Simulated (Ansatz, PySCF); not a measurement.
NbF4, SMILES [F][Nb]([F])([F])[F] (connectivity only; charge and spin as stated), neutral, multiplicity 2. Atoms are numbered in the order given.

```xyz
5

Nb     0.0000     0.0000     0.0000
F      1.1987     1.1987     0.7564
F     -1.1987    -1.1987     0.7564
F      1.1987    -1.1987    -0.7564
F     -1.1987     1.1987    -0.7564
```
Charge 0, spin multiplicity 2.

The structure is a stationary point at PBE0-D3(BJ)/def2-SVP. The spin state was assumed, not searched. The isomer is the one that the SMILES or the coordinates give; other isomers of the formula were not compared. The def2 effective core potentials stand for the cores of Nb; spin–orbit coupling is left out.

Two levels are set side by side: PBE-D3(BJ)/def2-SVP (Ansatz, a first-principles code) and PBE0-D3(BJ)/def2-SVP (Ansatz). Each level has its own optimised geometry; the coordinates shown are those of the second. Frequencies come from the Hessian of PySCF at each geometry. Differences are taken from unrounded values.

| quantity | PBE0-D3(BJ) |
|---|---|
| mean bond length (Å) | 1.856 |
| bond Nb1–F2 (Å) | 1.856 |
| bond Nb1–F3 (Å) | 1.856 |
| bond Nb1–F4 (Å) | 1.856 |
| bond Nb1–F5 (Å) | 1.856 |
| highest harmonic wavenumber (cm⁻¹) | 740 |
| mean harmonic wavenumber (cm⁻¹) | 413 |
| zero-point energy (kcal/mol) | 5.32 |

Question: What does PBE-D3(BJ) give, and how far is it from PBE0-D3(BJ)? (An estimate is asked for; the answer gives what the named calculation found.)

Answer: 
| quantity | PBE-D3(BJ) | PBE-D3(BJ) minus PBE0-D3(BJ) |
|---|---|---|
| mean bond length (Å) | 1.869 | 0.013 |
| bond Nb1–F2 (Å) | 1.869 | 0.013 |
| bond Nb1–F3 (Å) | 1.869 | 0.013 |
| bond Nb1–F4 (Å) | 1.869 | 0.013 |
| bond Nb1–F5 (Å) | 1.869 | 0.013 |
| highest harmonic wavenumber (cm⁻¹) | 717 | -23 |
| mean harmonic wavenumber (cm⁻¹) | 403 | -11 |
| zero-point energy (kcal/mol) | 5.18 | -0.14 |

Exact exchange shortens and stiffens bonds; PBE has none. Differences between two approximate levels are no errors against the true value.
